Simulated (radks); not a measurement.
Spin polarisation of the 4d1 shell in the zirconium ion Zr3+. Start: [Kr] 4d(up 0.5, down 0.5); electrons of 4d are moved from spin down to spin up, other shells keep equal spins. All-electron calculation, scalar-relativistic Kohn-Sham, PBEsol, spin-polarised, spherical densities, finite nucleus; Fermi nuclear charge, rms radius of each element as measured or else 0.836 A^(1/3) + 0.57 fm. Program: a radial shooting solver on a logarithmic mesh with Libxc functionals.

| moment (Bohr magnetons) | E - E(0) (eV) | e(4d up) (eV) | e(4d down) (eV) | 4p down minus up (eV) | 4s down minus up (eV) | 3d down minus up (eV) |
|---|---|---|---|---|---|---|
| 0 | 0.000 | -28.155 | -28.155 | 0.000 | 0.000 | 0.000 |
| 0.25 | -0.014 | -28.267 | -28.040 | 0.190 | 0.164 | 0.025 |
| 0.5 | -0.057 | -28.374 | -27.920 | 0.381 | 0.328 | 0.049 |
| 0.75 | -0.128 | -28.477 | -27.793 | 0.572 | 0.492 | 0.074 |
| 1 | -0.228 | -28.577 | -27.655 | 0.763 | 0.657 | 0.099 |

At moment 1 the spin-polarisation energy is -0.228 eV and the 4d exchange splitting 0.921 eV, that is 0.921 eV per Bohr magneton; E = -I m^2/4 would give I = 0.911 eV.
